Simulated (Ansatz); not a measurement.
Coupled-cluster diagnostics for Be2Cl4, Ansatz.

Geometry of the singlet (r2SCAN-D4/def2-SVP):

```xyz
6

Be    0.6335   -0.1460   -1.1507
Be   -0.6311    0.1444    1.1522
Cl   -0.6835   -1.3795   -0.2013
Cl   -1.5188    0.3508    2.7514
Cl    0.6926    1.3741    0.2071
Cl    1.5072   -0.3438   -2.7588
```

Correlated methods freeze 20 core orbitals. The structure comes from a short search, and lower isomers may exist.

(1) Estimate the CCSD(T) correlation energy, the shares of MP2 and (T), T1 and the reference's ⟨S²⟩ for: charge 0, singlet, own geometry in def2-TZVPP; and the rough time on 4 threads of Arm Neoverse N1 on a shared host.

## Answers

(1) 
```csv
state,basis,correlation (eV),MP2 share (%),(T) share (%),T1,⟨S²⟩ (pure),wall time
"charge 0, singlet, own geometry",def2-TZVPP,-27.254,89.3,3.8,0.007,0.00 (0.00),2.1 min
```
Customary marks for T1 are 0.02 (closed shells), 0.045 (open shells) and about 0.05 (3d metals). T1 stays under 0.02 throughout.
